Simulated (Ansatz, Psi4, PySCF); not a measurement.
C₂H₆BrClGaN, singlet, geometry from GFN2-xTB (such geometries of metal compounds can be far from the true shape), atoms displaced at random by about 0.03 Å a coordinate. Base run: PySCF with B3LYP/STO-3G, gradient.

Here is a job for PySCF.
```python
from pyscf import gto, scf, dft

mol = gto.M(
    atom='''
Ga   -0.02341093   -0.44739399   -0.04053597
Cl   -0.43859935   -2.22506038   -0.97883937
Br   -0.50877035    1.57167749   -1.13137904
N     0.86243947   -0.20454334    1.62141715
C     1.05273837   -1.42689699    2.42399404
C     0.93609449    1.02664453    2.34330566
H     2.11769295   -1.37744684    2.79461867
H     0.48720885   -1.49098150    3.30547681
H     0.95012776   -2.28602175    1.84851040
H     0.27304141    0.96278640    3.22622356
H     1.98785365    1.13712818    2.68186516
H     0.64779657    1.87355992    1.68926479
''',
    basis='sto-3g',
    verbose=4,
)

mf = dft.RKS(mol)
mf.xc = 'b3lyp'
mf.kernel()
g = mf.nuc_grad_method()
grad = g.kernel()
```

Programs used: Ansatz (a program for electronic structure), Psi4, PySCF; a row that names a program was run with it.

The coordinate followed is z of atom 8.

The base run was repeated with changes; each row names its change, and settings that it needs were set with it.

| change | dE/dx (Eh/bohr) | net force (Eh/bohr) |
|---|---|---|
| base | -0.037755 | 0.000243 |
| finite difference step (bohr) = 0.01; conv_tol = 1e-11 | -0.037775 | - |
| code = psi4 | -0.037759 | 0.000173 |
| grid_response = on | -0.037763 | 0.000000 |
| code = ansatz | -0.037756 | 0.000000 |
| finite difference step (bohr) = 1e-3; conv_tol = 1e-11 | -0.037763 | - |
| conv_tol = 1e-11 | -0.037755 | 0.000243 |
| grids.level = 1; grid_response = off | -0.037758 | 0.002056 |
| grids.level = 0; grid_response = on | -0.038617 | 0.000000 |
| grids.level = 0; grid_response = off | -0.038667 | 0.001019 |
| conv_tol = 1e-4 | -0.037844 | 0.000243 |
| grids.level = 5; grid_response = off | -0.037756 | 0.000028 |

The net force is zero for an exact gradient.
